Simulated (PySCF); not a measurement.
CuI, charge +1, doublet, at a GFN2-xTB geometry (such geometries of metal compounds can be far from the true shape) (the multiplicity is a formal guess) (core potentials on I), atoms displaced at random by about 0.03 Å a coordinate; PySCF with TPSS/def2-SVP, gradient by finite differences.

Input for PySCF:
```python
from pyscf import gto, scf, dft

mol = gto.M(
    atom='''
Cu   -0.005745   -0.039077   -1.549535
I     0.023985   -0.011112    0.866584
''',
    basis='def2-svp',
    ecp={'I': 'def2-svp'},
    charge=1,
    spin=1,
    verbose=3,
)

mf = dft.UKS(mol)
mf.xc = 'tpss'
mf.conv_tol = 1e-11
mf.kernel()
scan, done = mf.as_scanner(), []
scan.scf_summary = {}
def energy(d):
    c = mol.atom_coords()
    c[0, 0] += d
    e = scan(mol.set_geom_(c, unit='Bohr', inplace=False))
    done.append(scan.converged)
    return e
h = 0.05
fd = (energy(h) - energy(-h)) / (2 * h)
print('dE/dx =', fd)
```

**Question.** Write the output that PySCF gives for this input, abridged.

**Answer.** 
```
SCF not converged.
SCF energy = -1937.61657349156 after 50 cycles  <S^2> = 0.75169026  2S+1 = 2.0016896

WARN: Mole.unit (angstrom) is changed to Bohr

SCF not converged.
SCF energy = -1937.6165732587 after 50 cycles  <S^2> = 0.75168898  2S+1 = 2.0016883

WARN: Mole.unit (angstrom) is changed to Bohr

converged SCF energy = -1937.61657392103  <S^2> = 0.75168689  2S+1 = 2.0016862
dE/dx = 6.6233405959792435e-06
```

Convergence was not reached.
